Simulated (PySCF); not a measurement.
Level of theory: PBE-D3(BJ)/def2-TZVP // PBE0-D4/def2-TZVP in PySCF 2.14.0. Gas-phase values, no solvent. Excitations are Tamm–Dancoff values on a coarser integration grid. The basis has no diffuse functions, so Rydberg states are missing or too high.

Reference species (SMILES): `[F][In]([F])[Cl]` (neutral, multiplicity 1).

| Item | Value |
|---|---|
| HOMO–LUMO gap | 4.32 eV |
| HOMO | -8.42 eV |
| S1 oscillator strength | 0.013 |
| T1 excitation (TDA) | 4.14 eV |

Changed species: `[F][In]([F])[F]` (0 of 3 F replaced by Cl; the reference has 1 of 3 F replaced by Cl).

Task: Give the shifts of the HOMO–LUMO gap, HOMO, S1 oscillator strength and T1 excitation (TDA).

Result: the HOMO–LUMO gap goes up by 0.50 eV, to 4.82 eV; the HOMO falls by 0.76 eV, to -9.18 eV; the S1 oscillator strength falls by 0.013, to 0.000; the T1 excitation (TDA) goes up by 0.44 eV, to 4.58 eV.
